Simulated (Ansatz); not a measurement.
`CO[CH2][ZnH]` + HCl → `Cl[CH2][ZnH]` + CH₃OH at 700 K and 1 bar (substitution at a C–O bond).

Program: Ansatz. Geometries: PBE0-D4/def2-TZVP. ΔE: electronic, gas phase. CCSD(T)/CBS is the MP2 limit (def2-TZVPP, def2-QZVPP) plus CCSD(T) − MP2 in def2-TZVPP, frozen cores. This one scheme is used for every species. For Zn outer-core shells are correlated without core-valence functions, which leaves a few kJ/mol of doubt a bond. Scalar relativity is left out up to krypton. Each species was taken in one conformer, which may not be the lowest.

```csv
species,CCSD(T)/CBS energy (Eh),H − E (kJ/mol),S (J/(mol·K))
`CO[CH2][ZnH]`,-1933.21491,264.5,426.3
HCl,-460.38127,38.4,211.8
`Cl[CH2][ZnH]`,-2277.98947,136.8,370.8
CH₃OH,-115.61712,170.8,288.5
```

H − E and S are ideal-gas, rigid-rotor, harmonic terms from PBE0-D4/def2-TZVP, for one conformer and one mirror image of each species. 1 Eh = 2625.50 kJ/mol, R = 8.31446 J/(mol·K).

Task: By hand: ΔE, ΔH, ΔS and ΔG.

Result: ΔE = (-2277.98947) + (-115.61712) − (-1933.21491) − (-460.38127) = -0.01041 Eh = -27.3 kJ/mol. Δ(H − E) = 136.8 + 170.8 − 264.5 − 38.4 = 4.7, so ΔH = -22.6 kJ/mol. ΔS = 370.8 + 288.5 − 426.3 − 211.8 = 21.2 J/(mol·K). ΔG = -22.6 − 700 × (21.2)/1000 = -37.4 kJ/mol.

Task: By hand: the equilibrium constant, and the temperature at which ΔG would vanish if ΔH and ΔS stayed fixed.

Result: log₁₀ K = −ΔG/(RT ln 10) = 2.8. ΔH and −TΔS have one sign here, so there is no such temperature.

TΔS isn't small against ΔH here. A doubt of 5 kJ/mol in ΔE shifts log₁₀ K by 0.4 here. Other conformers and mirror images would add mixing entropy, several J/(mol·K) or more a flexible species. These are equilibria of isolated gas molecules and say nothing of rates. Largest T1 diagnostic: 0.014 (customary marks: 0.02 for closed shells, 0.045 for open ones).
